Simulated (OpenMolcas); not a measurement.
Cr3+ with 4 ligands (bromide) in tetrahedral coordination (Td). A charge of +0.25 e stands 2.6 Å behind each ligand. Ligand basis ANO-RCC-VDZP.

```yaml
Program: OpenMolcas 26.06
Method: CASSCF
Basis: ANO-RCC-VDZP [5s4p2d1f]
Scalar_Hamiltonian: DKH2, point nucleus
Active_space: 3 electrons in 5 orbitals (3d)
State_averaging: 2S+1 = 4 even, 10 roots; 2S+1 = 2 even, 40 roots
Spin-orbit_coupling: RASSI with atomic mean-field integrals over the reference wave functions
```

All ligands move together. At R = 2.32 Å the first state of the same spin is 4960 cm-1, and at R = 2.45 Å it is 4018 cm-1.

Task: A third run gives 4344 cm-1. What distance was it run at?

Result: With a power law R^-n the two known points give n = -ln(4018 / 4960) / ln(2.45 / 2.32) = 3.86. Then R = 2.32 × (4960 / 4344)^(1/3.86) = 2.401 Å. The run was at 2.4 Å, so the estimate is off by +0.001 Å.

An orbital triplet at a regular site is open to Jahn-Teller coupling, which can distort the site and quench the lowest spin-orbit gaps and is left out. Without dynamic correlation the repulsion within the d shell is too large (B by tens of per cent), so at a given field states of lower spin stand too high. Ligand-to-metal charge-transfer states are missing. With no ligand orbital active B as a rule stays too high, so bands that hang on it stand too high and its fall with covalency is understated. With metal d orbitals alone and no dynamic correlation the field as a rule comes out too small, by tens of per cent, by up to half for chloride and softer ligands. No measured value stands beside these numbers; the geometry is a model, was not optimised and need not be the one that this ion takes.
